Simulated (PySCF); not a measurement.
All values below come from PBE-D3(BJ)/def2-TZVP // CAM-B3LYP-D3(BJ)/def2-TZVP (PySCF). Gas-phase values, no solvent. Delta-SCF ions had no search for a lower state. Excitations are Tamm–Dancoff values on a coarser integration grid. The basis has no diffuse functions, so Rydberg states are missing or too high.

Reference species (SMILES): `IB(Cl)I` (neutral, multiplicity 1).

The vertical ionisation energy (Delta-SCF) is 9.12 eV and the brightest of the four lowest singlets (TDA) is 4.48 eV.

Changed species: `IB(I)I` (3 of 3 Cl replaced by I; the reference has 2 of 3 Cl replaced by I).

Task: What does the change do to the vertical ionisation energy (Delta-SCF) and brightest of the four lowest singlets (TDA)?

Result: the vertical ionisation energy (Delta-SCF) decreases by 0.40 eV, to 8.72 eV; the brightest of the four lowest singlets (TDA) falls by 0.16 eV, to 4.32 eV.
